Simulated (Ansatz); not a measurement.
`O[SiH](F)[AlH2]` + H–F → `F[SiH](F)[AlH2]` + H₂O at 400 K and 1 bar (ligand exchange at the Si–O bond).

Program: Ansatz. Geometries: PBE0-D4/def2-TZVP. ΔE: electronic, gas phase. CCSD(T)/CBS is the MP2 limit (def2-TZVPP, def2-QZVPP) plus CCSD(T) − MP2 in def2-TZVPP, frozen cores. This one scheme is used for every species. One conformer a species, not always the lowest.

| species | CCSD(T)/CBS energy (Eh) | H − E (kJ/mol) | S (J/(mol·K)) |
| --- | --- | --- | --- |
| `O[SiH](F)[AlH2]` | -708.55508 | 135.4 | 378.2 |
| H–F | -100.39570 | 36.5 | 182.2 |
| `F[SiH](F)[AlH2]` | -732.58614 | 103.3 | 372.4 |
| H₂O | -76.37941 | 69.8 | 198.6 |

H − E and S are ideal-gas, rigid-rotor, harmonic terms from PBE0-D4/def2-TZVP, for one conformer and one mirror image of each species. 1 Eh = 2625.50 kJ/mol, R = 8.31446 J/(mol·K).

**Question.** By hand: ΔE, ΔH, ΔS and ΔG.

**Answer.** ΔE = (-732.58614) + (-76.37941) − (-708.55508) − (-100.39570) = -0.01477 Eh = -38.8 kJ/mol. Δ(H − E) = 103.3 + 69.8 − 135.4 − 36.5 = 1.2, so ΔH = -37.6 kJ/mol. ΔS = 372.4 + 198.6 − 378.2 − 182.2 = 10.6 J/(mol·K). ΔG = -37.6 − 400 × (10.6)/1000 = -41.8 kJ/mol.

**Question.** By hand: the equilibrium constant, and the temperature at which ΔG would vanish if ΔH and ΔS stayed fixed.

**Answer.** log₁₀ K = −ΔG/(RT ln 10) = 5.5. ΔH and −TΔS have one sign here, so there is no such temperature.

The number of gas molecules stays the same, so ΔS is small and ΔH decides. A doubt of 5 kJ/mol in ΔE shifts log₁₀ K by 0.7 here. Other conformers and mirror images would add mixing entropy, several J/(mol·K) or more a flexible species. Modes under 60 cm⁻¹, often nearly free rotors, make the harmonic entropy too high. These are equilibria of isolated gas molecules and say nothing of rates. Largest T1 diagnostic: 0.012 (customary marks: 0.02 for closed shells, 0.045 for open ones).

ΔS is within the doubt of such terms, so its sign, and with it that verdict, could turn.
